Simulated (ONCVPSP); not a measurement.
Building the ONCV potential for oxygen (PBEsol, scalar-relativistic).

The input file (ONCVPSP 4.0.1):

```
# ATOM AND REFERENCE CONFIGURATION
# atsym  z   nc   nv     iexc    psfile
  O 8.00    1    2  -116133      upf
#
#   n    l    f
    1    0    2.00
    2    0    1.75
    2    1    4.25
#
# PSEUDOPOTENTIAL AND OPTIMIZATION
# lmax
    2
#
#   l,   rc,      ep,       ncon, nbas, qcut
    0    0.85    0.00    4    8    9.90
    1    2.00    0.00    3    8    7.30
    2    1.60    0.07    5    9    6.00
#
# LOCAL POTENTIAL
# lloc, lpopt,  rc(5),   dvloc0
    4    5    0.65    0.00
#
# VANDERBILT-KLEINMAN-BYLANDER PROJECTORs
# l, nproj, debl
    0    2    3.70
    1    2    3.20
    2    2    1.90
#
# MODEL CORE CHARGE
# icmod, fcfact, rcfact
    0    0.00    0.00
#
# LOG DERIVATIVE ANALYSIS
# epsh1, epsh2, depsh
   -2.00    5.00    0.02
#
# OUTPUT GRID
# rlmax, drl
    6.00    0.01
#
# TEST CONFIGURATIONS
# ncnf
    4
# nvcnf
#   n    l    f
    2
    2    0    2.00
    2    1    4.00
#
    2
    2    0    2.00
    2    1    3.00
#
    2
    2    0    2.00
    2    1    2.00
#
    2
    2    0    2.00
    2    1    0.00
#
```

Command:

```bash
oncvpsp.x < O.dat > O.out
```

Resulting log (shortened: citation, most of the input echo, consistency checks and plot data are left out):

```
ONCVPSP  (Optimized Norm-Conservinng Vanderbilt PSeudopotential)
scalar-relativistic version 4.0.1

#   n    l    f        energy (Ha)
    1    0    2.00    -1.8850557E+01
    2    0    1.75    -8.7932929E-01
    2    1    4.25    -3.3380353E-01

Reference configufation results
  iterations    19
  all-electron total energy (Ha)   -7.46125120D+01

Begin loop to  construct optimized pseudo wave functions
and semi-local pseudopoentials for all angular momenta

   Wellstate for l =  0  n =  4
     eigenvalue =   2.8207
     asymptotic potential =   3.3207
     half-point radius =  2.7326

Calculating optimized projector #   1

 for l=   0

    Fraction of norm inside rc  0.320657
    Optimizing pswf for qcut=   9.92 a_B^-1,  ecut=  49.17 Ha
    Residual kinetic energy error=  1.44D-04 Ha

    Energy error per electron        Cutoff
         Ha          eV             Ha
         0.01000     0.27211       28.17
         0.00100     0.02721       40.06
         0.00010     0.00272       53.12
         0.00001     0.00027      210.85

Calculating optimized projector #   2

 for l=   0

    Fraction of norm inside rc  0.058661
    Optimizing pswf for qcut=   9.92 a_B^-1,  ecut=  49.17 Ha
    Residual kinetic energy error=  8.52D-05 Ha

    Energy error per electron        Cutoff
         Ha          eV             Ha
         0.01000     0.27211       24.43
         0.00100     0.02721       37.56
         0.00010     0.00272       48.45
         0.00001     0.00027      182.51

   Wellstate for l =  1  n =  5
     eigenvalue =   2.8662
     asymptotic potential =   3.3662
     half-point radius =  4.0615

Calculating optimized projector #   1

 for l=   1

    Fraction of norm inside rc  0.861670
    Optimizing pswf for qcut=   7.30 a_B^-1,  ecut=  26.67 Ha
    Residual kinetic energy error=  2.26D-07 Ha

    Energy error per electron        Cutoff
         Ha          eV             Ha
         0.01000     0.27211       13.90
         0.00100     0.02721       17.75
         0.00010     0.00272       20.80
         0.00001     0.00027       23.08

Calculating optimized projector #   2

 for l=   1

    Fraction of norm inside rc  0.174956
    Optimizing pswf for qcut=   7.30 a_B^-1,  ecut=  26.67 Ha
    Residual kinetic energy error=  7.75D-06 Ha

    Energy error per electron        Cutoff
         Ha          eV             Ha
         0.01000     0.27211       16.52
         0.00100     0.02721       20.54
         0.00010     0.00272       23.54
         0.00001     0.00027       27.09

   Wellstate for l =  2  n =  3
     eigenvalue =   0.0700
     asymptotic potential =   0.5700
     half-point radius = 28.5413

   Wellstate for l =  2  n =  4
     eigenvalue =   1.9700
     asymptotic potential =   2.4700
     half-point radius =  3.4570

Calculating optimized projector #   1

 for l=   2

    Fraction of norm inside rc  0.000090
    Optimizing pswf for qcut=   5.99 a_B^-1,  ecut=  17.93 Ha
    Residual kinetic energy error=  4.01D-08 Ha

    Energy error per electron        Cutoff
         Ha          eV             Ha
         0.01000     0.27211        0.06
         0.00100     0.02721        0.28
         0.00010     0.00272        0.89
         0.00001     0.00027        3.70

Calculating optimized projector #   2

 for l=   2

    Fraction of norm inside rc  0.214117
    Optimizing pswf for qcut=   5.99 a_B^-1,  ecut=  17.93 Ha
    Residual kinetic energy error=  7.00D-04 Ha

    Energy error per electron        Cutoff
         Ha          eV             Ha
         0.01000     0.27211       10.76
         0.00100     0.02721       16.99
         0.00010     0.00272       23.72
         0.00001     0.00027       62.17

Construct Vanderbilt / Kleinmman-Bylander projectors

B matrix Hermiticity error, ll=   0
   1   2   -2.1335E-04

  Orthonormal projector coefficients  1.4970E+01  1.4603E+00

B matrix Hermiticity error, ll=   1
   1   2    6.8479E-05

  Orthonormal projector coefficients -4.3321E+00 -1.1742E+00

B matrix Hermiticity error, ll=   2
   1   2    7.9623E-07

  Orthonormal projector coefficients -1.1651E+01 -3.2989E+00

Pseudoatom total energy  -15.138591

Diagnostic tests using Vanderbilt-Kleinman-Bylander pseudopotentials
  1 or more projectors used as specified by nproj input data

   l    rcore       rmatch      e in        delta e   norm test  slope test

   0   0.8532584   0.8791652  -0.8793293  -0.0000179   1.0000517   1.0008028
   0   0.8532584   0.8791652   2.8206707   0.0000248   1.0002658   1.0002658

   1   2.0072055   2.0681486  -0.3338035  -0.0000055   1.0000138   1.0000091
   1   2.0072055   2.0681486   2.8661965  -0.0000321   1.0000394   1.0000394

   2   1.6086685   1.6575111   0.0700000   0.0000042   1.0000288   1.0000288
   2   1.6086685   1.6575111   1.9700000   0.0000135   1.0001164   1.0001164

 Testing for bound ghosts
   n   l    E NL Schr. Eq   E Basis Diag.   E Cutoff

   1   0       -0.879347       -0.821154    357.87

   2   1       -0.333809       -0.333498     75.16

 Testing for highly-localized positive-energy ghosts
       l    <radius>/rc     E Basis Diag.   E Cutoff

Test configuration 0

   n   l     f        eae           eps        diff
   1   0  2.0000  -18.85055677
   2   0  1.7500   -0.87932929   -0.87934723   -1.79D-05
   2   1  4.2500   -0.33380353   -0.33380906   -5.53D-06

    Total energies and differences
      AE_ref= -7.46125120D+01  AE_tst= -7.46125120D+01  dif=  0.00D+00
      PS_ref= -1.51385913D+01  PS_tst= -1.51385913D+01  dif= -1.07D-14
      PSP excitation error=  1.07D-14

Test configuration 1

   n   l     f        eae           eps        diff
   1   0  2.0000  -18.84405558
   2   0  2.0000   -0.87494968   -0.87365487    1.29D-03
   2   1  4.0000   -0.32979645   -0.32873625    1.06D-03

    Total energies and differences
      AE_ref= -7.46125120D+01  AE_tst= -7.47488464D+01  dif= -1.36D-01
      PS_ref= -1.51385913D+01  PS_tst= -1.52748988D+01  dif= -1.36D-01
      PSP excitation error= -2.69D-05

Test configuration 2

   n   l     f        eae           eps        diff
   1   0  2.0000  -19.53636641
   2   0  2.0000   -1.45099116   -1.44563846    5.35D-03
   2   1  3.0000   -0.89529505   -0.88208852    1.32D-02

    Total energies and differences
      AE_ref= -7.46125120D+01  AE_tst= -7.41476423D+01  dif=  4.65D-01
      PS_ref= -1.51385913D+01  PS_tst= -1.46794620D+01  dif=  4.59D-01
      PSP excitation error=  5.74D-03

Test configuration 3

   n   l     f        eae           eps        diff
   1   0  2.0000  -20.42356599
   2   0  2.0000   -2.13629191   -2.11567810    2.06D-02
   2   1  2.0000   -1.58428943   -1.53792904    4.64D-02

    Total energies and differences
      AE_ref= -7.46125120D+01  AE_tst= -7.29173588D+01  dif=  1.70D+00
      PS_ref= -1.51385913D+01  PS_tst= -1.34767688D+01  dif=  1.66D+00
      PSP excitation error=  3.33D-02

Test configuration 4

   n   l     f        eae           eps        diff
   1   0  2.0000  -22.72444257
   2   0  2.0000   -3.76251126   -3.65414381    1.08D-01

    Total energies and differences
      AE_ref= -7.46125120D+01  AE_tst= -6.81270259D+01  dif=  6.49D+00
      PS_ref= -1.51385913D+01  PS_tst= -8.91756046D+00  dif=  6.22D+00
      PSP excitation error=  2.64D-01
```

The run took about 2.4 s on one core of a shared server CPU.
